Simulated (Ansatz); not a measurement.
Cost and result for the atomization energy of `C[N](C)[Zn][Cl]` (11 atoms, 10 bonds).

Cartesian coordinates in Å:
```
C -0.9637 -0.8601 0.3725
N 0.0270 0.0226 -0.1826
C 0.8003 0.6958 0.8263
Zn 0.2662 0.2669 -1.9498
Cl 0.5463 0.5484 -4.0035
H -1.6809 -0.3192 1.0104
H -0.5066 -1.6448 0.9962
H -1.5389 -1.3615 -0.4098
H 0.1655 1.3094 1.4854
H 1.5467 1.3602 0.3841
H 1.3382 -0.0176 1.4709
```

Total charge 0; spin multiplicity 1. For Zn the d shell is correlated and the shells below it are frozen. Scalar relativity is left out up to krypton. The structure was optimised at the PBE0-D4/def2-TZVP level. It is one conformer, not always the lowest. Program: Ansatz. All runs use 8 threads of an Arm Neoverse V2 on a shared host. Times are those of one run each, without the atoms' runs, and a repeat can differ threefold. Electronic energies, without spin–orbit coupling; frozen cores. CCSD(T)/CBS adds CCSD(T) − MP2 in def2-TZVPP to the MP2 limit, and its time is that of the two runs behind it. T1 = 0.014. With those shells the extrapolation isn't a true limit. HSE06 is the plane-wave form, built on full-range PBE exchange.

CCSD(T)/CBS is a level of theory with its own doubt, some kJ/mol a heavy atom from the limit and from the frozen cores, so smaller differences don't rank the functionals.

```csv
level,functions,wall time,atomization (kcal/mol),difference from CCSD(T)/CBS,per bond
BLYP-D4/def2-TZVPP,283,1.6 s,881.9,-7.5,-0.8
PBE0-D4/def2-TZVPP,283,2.5 s,894.0,4.6,0.5
BHLYP-D4/def2-TZVPP,283,2.5 s,863.1,-26.3,-2.6
HSE06-D4/def2-TZVPP,283,2.6 s,894.7,5.3,0.5
CAM-B3LYP-D4/def2-TZVPP,283,2.7 s,893.1,3.7,0.4
r2SCANh-D4/def2-TZVPP,283,3.8 s,887.7,-1.7,-0.2
PBE-QIDH/def2-TZVPP,283,4.1 s,888.4,-1.0,-0.1
CCSD(T)/def2-SVP,121,4.8 s,839.2,-50.2,-5.0
B97M-V/def2-TZVPP,283,7 s,887.8,-1.6,-0.2
ωB97M-V/def2-TZVPP (with forces),283,8 s,892.1,2.7,0.3
MP2/def2-QZVPP,521,15 s,895.7,6.3,0.6
CCSD(T)/def2-TZVPP,283,2.8 min,864.8,-24.6,-2.5
CCSD(T)/CBS(def2),–,3.1 min,889.4,0.0,0.0
```

At CCSD(T), def2-SVP lies −50.3 kcal/mol from the extrapolated value and def2-TZVPP −24.7 kcal/mol: correlation converges slowly with the basis, and small sets miss more of it in the bonded molecule than in its fragments. Leaving LDA and LC-ωPBE aside and taking each functional with its dispersion term where it has one, the values, not all of them listed here, spread over 44.0 kcal/mol, from BHLYP-D4 to PBE-D4. LDA lies +120.2 kcal/mol from PBE without D4, its usual overbinding. From PBE to PBE0 (25 % exact exchange), in def2-TZVPP and without D4, the atomization energy moves by −12.4 kcal/mol: exact exchange takes away binding that semilocal exchange gives to molecules.
